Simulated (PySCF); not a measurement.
Geometry (Å), atoms numbered from 1 in this order:
```xyz
14

C     1.5830    0.6848    0.4196
C     0.7283    0.1418   -0.7122
C    -0.3102   -0.8811   -0.2845
S    -1.7595   -0.2315    0.5160
O    -2.6533   -1.3073    0.7870
O    -1.4082    0.7079    1.5290
Cl   -2.5879    0.8489   -1.0275
H     2.1323   -0.1199    0.9155
H     0.9776    1.1933    1.1699
H     2.3149    1.3957    0.0328
H     0.2332    0.9544   -1.2504
H     1.3659   -0.3585   -1.4477
H     0.0789   -1.5803    0.4638
H    -0.7056   -1.4623   -1.1188
```

Geometry: PBE0-D3(BJ)/def2-TZVP; GIAO absolute shieldings from PySCF, gas phase, non-relativistic, averaged over equivalent atoms.

At wB97X-D/pcSseg-2 (364 basis functions, 81 s wall time on 1 thread of an Arm Neoverse V2, shared host):
```csv
atoms,σ (ppm)
C3,116.3
C2,164.5
C1,172.5
S4,128.7
O5/O6,34.3
Cl7,380.6
H13/H14,28.55
H11/H12,29.74
H8/H9/H10,30.39
```

Task: Estimate the result of repeating the calculation with PBE0/pcSseg-2.

Result: 
| atoms | σ at PBE0/pcSseg-2 | change |
| --- | --- | --- |
| C3 | 116.5 | +0.2 |
| C2 | 164.0 | -0.5 |
| C1 | 172.3 | -0.2 |
| S4 | 133.5 | +4.8 |
| O5/O6 | 29.3 | -5.0 |
| Cl7 | 390.9 | +10.3 |
| H13/H14 | 28.38 | -0.17 |
| H11/H12 | 29.59 | -0.15 |
| H8/H9/H10 | 30.29 | -0.10 |

The largest change is at Cl7 (chlorine bonded to S). Cost: 364 basis functions, 62 s wall time on 1 thread of an Arm Neoverse V2, shared host. The order of the carbon signals is the same at both levels.
